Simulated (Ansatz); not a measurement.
The same isomerisation along the group F, Cl, Br.

Program: Ansatz. Geometries: PBE0-D4/def2-TZVP. ΔE: electronic, gas phase. CCSD(T)/CBS is the MP2 limit (def2-TZVPP, def2-QZVPP) plus CCSD(T) − MP2 in def2-TZVPP, frozen cores. Functionals use def2-TZVPP. B3LYP here is the variant with VWN-RPA as its local correlation; programs differ in this. def2 core potentials past Kr. For Br, Sn outer-core shells are correlated without core-valence functions, which leaves a few kJ/mol of doubt a bond. Scalar relativity is left out up to krypton. Each species was taken in one conformer, which may not be the lowest.

```json
{"reaction": "`C[CH2][Sn][F]` → `C=[CH][SnH2][F]`", "CCSD(T)/CBS(def2) (kcal/mol)": "29.4"}
{"reaction": "`C[CH2][Sn][Cl]` → `C=[CH][SnH2][Cl]`", "CCSD(T)/CBS(def2) (kcal/mol)": "29.0"}
{"reaction": "`C[CH2][Sn][Br]` → `C=[CH][SnH2][Br]`", "CCSD(T)/CBS(def2) (kcal/mol)": "?"}
```

(1) Fill in the missing values. (Estimate.)

Largest T1 diagnostic: 0.015, for `C[CH2][Sn][F]`.

Results:

(1) Ansatz gave: `C[CH2][Sn][Br]` → `C=[CH][SnH2][Br]`: +28.7 kcal/mol.
